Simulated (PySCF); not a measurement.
Compound: C3H7NSi.
Structure used (GFN2-xTB), in Å, numbered top down from 1:
```
atom  x, y, z in Å
N1     2.2457   -1.1859    0.1459
C2     1.2124   -0.5439    0.4854
C3     0.2598    0.1530   -0.3619
C4    -0.6462    1.2287    0.2561
Si5   -1.5979   -0.3111   -0.2228
H6     2.4270   -1.1836   -0.8585
H7     0.9937   -0.5340    1.5514
H8     0.6310    0.3631   -1.3607
H9    -0.4545    1.4352    1.3010
H10   -0.7381    2.1415   -0.3159
H11   -2.3592   -0.3097   -1.4581
H12   -1.9726   -1.2539    0.8120
```

NICS = −σ at a ghost point: NICS(0) at the centroid of the ring atoms, NICS(1) 1 Å to either side along the normal of their mean plane, zz for the tensor component along that normal. Level: GIAO PBE0/pcSseg-1 (PySCF, non-relativistic, gas phase) on the GFN2-xTB geometry, one conformer.

Ring bond lengths (Å), with Mayer bond orders in brackets: C3–C4 1.536 (0.86), C4–Si5 1.872 (0.97), Si5–C3 1.920 (0.86).

Q: What do the NICS probes read (ppm)?

A: 
| ring | type | NICS(0) | NICS(1), two faces | NICS(1)zz, two faces | rms pucker (Å) | centre to ring atoms, mean (Å) |
| --- | --- | --- | --- | --- | --- | --- |
| C3–C4–Si5 | 3-membered ring with Si; formal bonds all single | -27.6 | -7.7 / -9.0 | -17.0 / -18.3 | 0.00 | 1.03 |

Q: What do they say, and how far can they be read as aromaticity?

A: 
- C3–C4–Si5: mean NICS(1)zz -17.6 ppm, shielded. C3, C4, Si5 have four or more neighbours; no verdict on aromaticity is drawn. NICS(0) lies 19 ppm below the mean NICS(1).

Q: What is the mean of the two in-plane components of NICS at the second NICS(1) probe listed for ring C3–C4–Si5, 1 Å off the ring?

A: The isotropic value is a third of the trace: (3 × -9.0 − (-18.3))/2 = -4.3 ppm.

Q: List the ring angles and the Hirshfeld charges of the ring atoms.

A: 
- C3–C4–Si5: C3 64.5° (-0.112 e), C4 67.7° (-0.161 e), Si5 47.8° (+0.319 e); sum 180.0° against 180° for a flat convex ring.
